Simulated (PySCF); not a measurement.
HClF2OSi (SMILES O[Si](F)(F)Cl), singlet, at a GFN2-xTB geometry, atoms displaced at random by about 0.08 Å a coordinate; PySCF with B3LYP/STO-3G, gradient by finite differences.

Input for PySCF:
```python
from pyscf import gto, scf, dft

mol = gto.M(
    atom='''
O     1.673874   -0.605097   -0.401816
Si    0.132274   -0.251127   -0.018470
F    -0.022823   -0.784715    1.464988
F    -0.760134   -1.257194   -0.828350
Cl   -0.486549    1.576638   -0.160422
H     2.412400   -0.006008   -0.204484
''',
    basis='sto-3g',
    charge=0,
    spin=0,
    verbose=4,
)

mf = dft.RKS(mol)
mf.xc = 'b3lyp'
mf.conv_tol = 1e-11
mf.kernel()
scan, done = mf.as_scanner(), []
scan.scf_summary = {}
def energy(d):
    c = mol.atom_coords()
    c[0, 1] += d
    e = scan(mol.set_geom_(c, unit='Bohr', inplace=False))
    done.append(scan.converged)
    return e
h = 1e-3
fd = (energy(h) - energy(-h)) / (2 * h)
print('dE/dx =', fd)
```

Output, abridged:

```
PySCF version 2.14.0

[INPUT] verbose = 4
[INPUT] num. atoms = 6
[INPUT] num. electrons = 58
[INPUT] charge = 0
[INPUT] spin (= nelec alpha-beta = 2S) = 0
[INPUT] symmetry False subgroup None
[INPUT] Mole.unit = angstrom
[INPUT] Symbol           X                Y                Z      unit          X                Y                Z       unit  Magmom
[INPUT]  1 O      1.673874000000  -0.605097000000  -0.401816000000 AA    3.163163427030  -1.143467608796  -0.759322192468 Bohr   0.0
[INPUT]  2 Si     0.132274000000  -0.251127000000  -0.018470000000 AA    0.249961633401  -0.474561252484  -0.034903241521 Bohr   0.0
[INPUT]  3 F     -0.022823000000  -0.784715000000   1.464988000000 AA   -0.043129219341  -1.482896435838   2.768426095774 Bohr   0.0
[INPUT]  4 F     -0.760134000000  -1.257194000000  -0.828350000000 AA   -1.436445077970  -2.375752345446  -1.565354635283 Bohr   0.0
[INPUT]  5 Cl    -0.486549000000   1.576638000000  -0.160422000000 AA   -0.919444356181   2.979414017582  -0.303153644355 Bohr   0.0
[INPUT]  6 H      2.412400000000  -0.006008000000  -0.204484000000 AA    4.558775302901  -0.011353474556  -0.386418756856 Bohr   0.0

nuclear repulsion = 325.674995827054
number of shells = 20
number of NR pGTOs = 102
number of NR cGTOs = 34
basis = sto-3g
ecp = {}

******** <class 'pyscf.dft.rks.RKS'> ********
method = RKS
initial guess = minao
damping factor = 0
level_shift factor = 0
DIIS = <class 'pyscf.scf.diis.CDIIS'>
diis_start_cycle = 1
diis_space = 8
diis_damp = 0
SCF conv_tol = 1e-11
SCF conv_tol_grad = None
SCF max_cycles = 50
direct_scf = True
direct_scf_tol = 1e-13
XC library pyscf.dft.libxc version 7.1.2
    S. Lehtola, C. Steigemann, M. J. T. Oliveira, and M. A. L. Marques,  SoftwareX 7, 1–5 (2018)
XC functionals = b3lyp
    P. J. Stephens, F. J. Devlin, C. F. Chabalowski, and M. J. Frisch,  J. Phys. Chem. 98, 11623 (1994)
radial grids:
    Treutler-Ahlrichs [JCP 102, 346 (1995); DOI:10.1063/1.469408] (M4) radial grids

becke partition: Becke, JCP 88, 2547 (1988); DOI:10.1063/1.454033
pruning grids: <function nwchem_prune>
grids dens level: 3
symmetrized grids: False
atomic radii adjust function: <function treutler_atomic_radii_adjust>
small_rho_cutoff = 0
Set gradient conv threshold to 3.16228e-06
Initial guess from minao.
tot grids = 90480
init E= -1013.2874329443
  HOMO = -0.465360161200544  LUMO = -0.000516841718606276  gap/eV = 12.64903
cycle= 1 E= -1012.69901075644  delta_E= 0.588  |g|= 0.777  |ddm|=  3.1
  HOMO = -0.0605409835374187  LUMO = 0.146714444098415  gap/eV = 5.63971
cycle= 2 E= -1012.68504694417  delta_E= 0.014  |g|= 0.867  |ddm|= 2.79
  HOMO = -0.201141129920234  LUMO = 0.168949419620939  gap/eV = 10.07068
cycle= 3 E= -1012.93529173473  delta_E= -0.25  |g|= 0.0744  |ddm|= 1.63
  HOMO = -0.179904030925795  LUMO = 0.171527687781927  gap/eV = 9.56294
cycle= 4 E= -1012.93745260952  delta_E= -0.00216  |g|= 0.0299  |ddm|= 0.21
  HOMO = -0.18748624508939  LUMO = 0.167875066608404  gap/eV = 9.66987
cycle= 5 E= -1012.93774692484  delta_E= -0.000294  |g|= 0.00614  |ddm|= 0.0555
  HOMO = -0.187887327112081  LUMO = 0.167876544465684  gap/eV = 9.68083
cycle= 6 E= -1012.93776311212  delta_E= -1.62e-05  |g|= 0.000648  |ddm|= 0.0144
  HOMO = -0.18790413997504  LUMO = 0.16803572059358  gap/eV = 9.68562
cycle= 7 E= -1012.93776330783  delta_E= -1.96e-07  |g|= 0.00011  |ddm|= 0.00159
  HOMO = -0.187911583446332  LUMO = 0.168039070611825  gap/eV = 9.68591
cycle= 8 E= -1012.93776331154  delta_E= -3.71e-09  |g|= 5.52e-05  |ddm|= 0.000289
  HOMO = -0.187902293656754  LUMO = 0.168038379717927  gap/eV = 9.68564
cycle= 9 E= -1012.93776331272  delta_E= -1.17e-09  |g|= 3.44e-06  |ddm|= 0.0001
  HOMO = -0.187901299731942  LUMO = 0.168038158155281  gap/eV = 9.68561
cycle= 10 E= -1012.93776331272  delta_E= -2.27e-12  |g|= 4.78e-08  |ddm|= 6.19e-06
  HOMO = -0.187901300396494  LUMO = 0.168038168618569  gap/eV = 9.68561
Extra cycle  E= -1012.93776331272  delta_E= -1.14e-12  |g|= 3.03e-08  |ddm|= 1.84e-07
converged SCF energy = -1012.93776331272
Create scanner for <class 'pyscf.dft.rks.RKS'>

WARN: Mole.unit (angstrom) is changed to Bohr

New geometry
   1 O      1.673874000000  -0.604567822789  -0.401816000000 AA    3.163163427030  -1.142467608796  -0.759322192468 Bohr
   2 Si     0.132274000000  -0.251127000000  -0.018470000000 AA    0.249961633401  -0.474561252484  -0.034903241521 Bohr
   3 F     -0.022823000000  -0.784715000000   1.464988000000 AA   -0.043129219341  -1.482896435838   2.768426095774 Bohr
   4 F     -0.760134000000  -1.257194000000  -0.828350000000 AA   -1.436445077970  -2.375752345446  -1.565354635283 Bohr
   5 Cl    -0.486549000000   1.576638000000  -0.160422000000 AA   -0.919444356181   2.979414017582  -0.303153644355 Bohr
   6 H      2.412400000000  -0.006008000000  -0.204484000000 AA    4.558775302901  -0.011353474556  -0.386418756856 Bohr

******** <class 'pyscf.scf.hf.RKS_Scanner'> ********
method = RKS_Scanner
initial guess = minao
damping factor = 0
level_shift factor = 0
DIIS = <class 'pyscf.scf.diis.CDIIS'>
diis_start_cycle = 1
diis_space = 8
diis_damp = 0
SCF conv_tol = 1e-11
SCF conv_tol_grad = None
SCF max_cycles = 50
direct_scf = True
direct_scf_tol = 1e-13
XC library pyscf.dft.libxc version 7.1.2
    S. Lehtola, C. Steigemann, M. J. T. Oliveira, and M. A. L. Marques,  SoftwareX 7, 1–5 (2018)
XC functionals = b3lyp
    P. J. Stephens, F. J. Devlin, C. F. Chabalowski, and M. J. Frisch,  J. Phys. Chem. 98, 11623 (1994)
radial grids:
    Treutler-Ahlrichs [JCP 102, 346 (1995); DOI:10.1063/1.469408] (M4) radial grids

becke partition: Becke, JCP 88, 2547 (1988); DOI:10.1063/1.454033
pruning grids: <function nwchem_prune>
grids dens level: 3
symmetrized grids: False
atomic radii adjust function: <function treutler_atomic_radii_adjust>
small_rho_cutoff = 0
Set gradient conv threshold to 3.16228e-06
tot grids = 90480
init E= -1012.93787543529
  HOMO = -0.187891931728342  LUMO = 0.168135298163601  gap/eV = 9.68799
cycle= 1 E= -1012.93772704105  delta_E= 0.000148  |g|= 0.000164  |ddm|= 0.00148
  HOMO = -0.187877940750191  LUMO = 0.168104866093991  gap/eV = 9.68679
cycle= 2 E= -1012.93772704582  delta_E= -4.77e-09  |g|= 0.000128  |ddm|= 0.000421
  HOMO = -0.187917109691519  LUMO = 0.168099800562137  gap/eV = 9.68771
cycle= 3 E= -1012.93772705096  delta_E= -5.15e-09  |g|= 2.74e-05  |ddm|= 0.000243
  HOMO = -0.187909907211945  LUMO = 0.168099179321428  gap/eV = 9.68750
cycle= 4 E= -1012.93772705123  delta_E= -2.67e-10  |g|= 4.4e-06  |ddm|= 5.32e-05
  HOMO = -0.187909820091444  LUMO = 0.168098761976715  gap/eV = 9.68749
cycle= 5 E= -1012.93772705124  delta_E= -5.91e-12  |g|= 1.27e-06  |ddm|= 1.01e-05
  HOMO = -0.187909791113858  LUMO = 0.168099010396798  gap/eV = 9.68749
Extra cycle  E= -1012.93772705124  delta_E= 4.55e-13  |g|= 1.28e-06  |ddm|= 4.78e-06
converged SCF energy = -1012.93772705124

WARN: Mole.unit (angstrom) is changed to Bohr

New geometry
   1 O      1.673874000000  -0.605626177211  -0.401816000000 AA    3.163163427030  -1.144467608796  -0.759322192468 Bohr
   2 Si     0.132274000000  -0.251127000000  -0.018470000000 AA    0.249961633401  -0.474561252484  -0.034903241521 Bohr
   3 F     -0.022823000000  -0.784715000000   1.464988000000 AA   -0.043129219341  -1.482896435838   2.768426095774 Bohr
   4 F     -0.760134000000  -1.257194000000  -0.828350000000 AA   -1.436445077970  -2.375752345446  -1.565354635283 Bohr
   5 Cl    -0.486549000000   1.576638000000  -0.160422000000 AA   -0.919444356181   2.979414017582  -0.303153644355 Bohr
   6 H      2.412400000000  -0.006008000000  -0.204484000000 AA    4.558775302901  -0.011353474556  -0.386418756856 Bohr

******** <class 'pyscf.scf.hf.RKS_Scanner'> ********
method = RKS_Scanner
initial guess = minao
damping factor = 0
level_shift factor = 0
DIIS = <class 'pyscf.scf.diis.CDIIS'>
diis_start_cycle = 1
diis_space = 8
diis_damp = 0
SCF conv_tol = 1e-11
SCF conv_tol_grad = None
SCF max_cycles = 50
direct_scf = True
direct_scf_tol = 1e-13
XC library pyscf.dft.libxc version 7.1.2
    S. Lehtola, C. Steigemann, M. J. T. Oliveira, and M. A. L. Marques,  SoftwareX 7, 1–5 (2018)
XC functionals = b3lyp
    P. J. Stephens, F. J. Devlin, C. F. Chabalowski, and M. J. Frisch,  J. Phys. Chem. 98, 11623 (1994)
radial grids:
    Treutler-Ahlrichs [JCP 102, 346 (1995); DOI:10.1063/1.469408] (M4) radial grids

becke partition: Becke, JCP 88, 2547 (1988); DOI:10.1063/1.454033
pruning grids: <function nwchem_prune>
grids dens level: 3
symmetrized grids: False
atomic radii adjust function: <function treutler_atomic_radii_adjust>
small_rho_cutoff = 0
Set gradient conv threshold to 3.16228e-06
tot grids = 90480
init E= -1012.93750219126
  HOMO = -0.187929035296721  LUMO = 0.167904129840316  gap/eV = 9.68271
cycle= 1 E= -1012.93779927869  delta_E= -0.000297  |g|= 0.000327  |ddm|= 0.00296
  HOMO = -0.187956334822559  LUMO = 0.167965527733828  gap/eV = 9.68513
cycle= 2 E= -1012.93779929785  delta_E= -1.92e-08  |g|= 0.000256  |ddm|= 0.000842
  HOMO = -0.187878146917954  LUMO = 0.167975561761061  gap/eV = 9.68327
cycle= 3 E= -1012.93779931834  delta_E= -2.05e-08  |g|= 5.48e-05  |ddm|= 0.000484
  HOMO = -0.187892619045824  LUMO = 0.167976801972584  gap/eV = 9.68370
cycle= 4 E= -1012.93779931942  delta_E= -1.07e-09  |g|= 8.84e-06  |ddm|= 0.000107
  HOMO = -0.187892771175117  LUMO = 0.167977642506207  gap/eV = 9.68373
cycle= 5 E= -1012.93779931945  delta_E= -2.93e-11  |g|= 2.55e-06  |ddm|= 2.02e-05
  HOMO = -0.187892691948911  LUMO = 0.16797735451617  gap/eV = 9.68372
cycle= 6 E= -1012.93779931945  delta_E= -1.59e-12  |g|= 3.91e-07  |ddm|= 5.75e-06
  HOMO = -0.18789287226947  LUMO = 0.167977339465836  gap/eV = 9.68372
Extra cycle  E= -1012.93779931945  delta_E= 1.36e-12  |g|= 3.81e-07  |ddm|= 1.55e-06
converged SCF energy = -1012.93779931945
dE/dx = 0.03613410461866806
```
